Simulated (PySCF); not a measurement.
## Nickel: a sound run and one with changed settings

Sound run: Ni⁺ [Ar] 3d9, Ni²⁺ [Ar] 3d8. Computed with PySCF 2.14 in x2c-TZVPall (6s5p4d1f, 48 functions), with the spin-free X2C one-electron Hamiltonian (Gaussian nucleus). The sound run starts from symmetry-adapted Hartree-Fock orbitals and uses a fine grid where one is needed.

A second run was set up differently.

```tsv
species	method	sound run (hartree)	changed run (hartree)	converged
Ni⁺	UHF	-1518.78573	-1518.78573	yes
Ni⁺	PBE	-1520.02719	-1523.89366	yes
Ni⁺	MN15	-1521.16491	-1520.90233	yes
Ni²⁺	UHF	-1518.23325	-1518.23325	yes
Ni²⁺	PBE	-1519.33236	-1520.07111	yes
Ni²⁺	MN15	-1520.45848	-1519.68290	yes
```

Ionisation energy of Ni⁺:

```tsv
method	sound run (eV)	changed run (eV)
UHF	15.034	15.034
MN15	19.223	33.182
```

Problem. What was changed?
A. minimal basis
B. level shift left on
C. too few SCF iterations
D. angular grid far too coarse

Solution. D. It used 6 angular points. A coarse angular grid integrates products of high-l functions wrongly, so density functionals can shift, and the SCF can exploit the error; Hartree-Fock and MP2 need no grid.
